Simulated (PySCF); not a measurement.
These 2 structures share the formula CH5BN2. Theory: PySCF, PBE0-D3(BJ)/def2-SVP geometry optimisation, gas phase. Energies are electronic, without zero-point or thermal terms, for one conformer each. No frequencies were run at this level. Point groups hold within 0.08 Å.

**Question.** Order them by energy at this level, lowest first, and give relative energies in kJ/mol.
A. `[CH2:1]=[N:2][BH:3][NH2:4]` with C1–N2–B3–N4 92°
B. `C(#N)[BH2-][NH3+]`

**Answer.** A (0.0), B (70.4).

```
         SMILES      E (Eh)  E rel (kJ/mol)  dipole (D)  point group      A, B, C (MHz)
          C=NBN  -175.16986             0.0        1.77           C1  33793, 4432, 4141
N#C[BH2-][NH3+]  -175.14305            70.4        7.56           Cs  23042, 4394, 3886
```

**Question.** How do the relative energies change in single points at PBE0/pcSseg-1 (no added dispersion term) on the same geometries?

**Answer.** 
```json
{"SMILES": "C=NBN", "PBE0-D3(BJ)/def2-SVP (kJ/mol)": "0.0", "PBE0/pcSseg-1 (kJ/mol)": "0.0", "shift": "0.0"}
{"SMILES": "N#C[BH2-][NH3+]", "PBE0-D3(BJ)/def2-SVP (kJ/mol)": "70.4", "PBE0/pcSseg-1 (kJ/mol)": "63.2", "shift": "-7.2"}
```

Each column counts from its own lowest isomer. The order is unchanged; the largest shift is 7.2 kJ/mol.
